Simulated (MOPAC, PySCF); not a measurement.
Species: SiAsH$_{4}$, net charge -1, singlet state. SMILES: [AsH2][SiH2-]
Geometry: optimised at B3LYP-D3(BJ)/def2-TZVP (Ansatz).

Unscaled harmonic wavenumbers (cm⁻¹) in rising order, each level at the stationary point that it reaches from this structure (no distance between atoms moves by over 0.3 Å); the order of modes can differ between levels, and a negative number is imaginary. B3LYP-D3(BJ)/def2-TZVP (PySCF, at the structure above): 62, 275, 477, 500, 727, 747, 946, 980, 1887, 1895, 2081, 2089.

PM3 (MOPAC): 116, 332, 384, 424, 614, 643, 852, 879, 1942, 1947, 2219, 2222. Zero-point energy 18.0 against 18.1 kcal/mol; where all levels lie over 400 cm⁻¹, the wavenumbers are on average 0.949 times those of B3LYP-D3(BJ)/def2-TZVP.

PM6 (MOPAC): 65, 347, 464, 500, 674, 692, 876, 997, 1991, 2016, 2294, 2312. Zero-point energy 18.9 against 18.1 kcal/mol; where all levels lie over 400 cm⁻¹, the wavenumbers are on average 1.014 times those of B3LYP-D3(BJ)/def2-TZVP.
